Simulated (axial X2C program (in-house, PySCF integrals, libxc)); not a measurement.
**SrTe⁻: from Re and ωe to a spectrum**

A bond curve at the PBE0 level, with spin–orbit coupling, was computed with an in-house relativistic program for diatomic molecules (basis Te dyall-acv3z [12s13p9d5f1g], Sr dyall-acv3z [14s13p9d6f1g] (cores contracted in-house)) for the state Ω = 1/2 (⟨Sz⟩ = 0.49, ⟨Lz⟩ = 0.01 at PBE0). Its fit gives Re = 2.9052 Å, ωe = 188.4 cm⁻¹, ωexe = 0.451 cm⁻¹ and αe = 1.072e-04 cm⁻¹; the masses are 129.9062 and 87.9056 u. Two-component means X2C with spin–orbit coupling and atomic mean-field Coulomb and Gaunt terms.

Question: Find the reduced mass, Be and the force constant.

Answer: From the PBE0 values: μ = 52.4282 u. Be = 16.8576/(μ Re²) = 0.0381 cm⁻¹. k = 5.8918×10⁻⁷ μ ωe² = 1.1 mdyn/Å.

Question: Estimate the centrifugal constant by the Kratzer relation.

Answer: D = 4Be³/ωe² = 6.23e-09 cm⁻¹.

Question: Where do the fundamental and the first overtone lie?

Answer: ν(1←0) = ωe − 2ωexe = 187.5 cm⁻¹; ν(2←0) = 2ωe − 6ωexe = 374.1 cm⁻¹.

Question: A Morse curve ties αe to the other constants (Pekeris). How well does that hold?

Answer: αe(Morse) = 6Be²/ωe × (√(ωexe/Be) − 1) = 1.128e-04 cm⁻¹; the PBE0 curve gives 1.072e-04 cm⁻¹, a ratio of 1.05.

Question: Estimate De from a Morse curve and compare with the computed well depth of 2.053 eV to Te- + Sr.

Answer: De(Morse) = ωe²/(4ωexe) = 2.439 eV against 2.053 eV computed, a ratio of 1.19. The extrapolation overshoots: the well softens faster than a Morse curve, or the lowest atomic limit lies below the one to which the curve heads.

The state is one determinant whose occupation by symmetry is held fixed; it was picked as the lowest of a PBE0 search that is not exhaustive. De is counted from the lowest determinant-based energies of the atoms at the same level, without counterpoise correction. Density functionals use the spin component along the axis (collinear). The functionals have no current-density term, which raises determinants with orbital currents, atoms included.
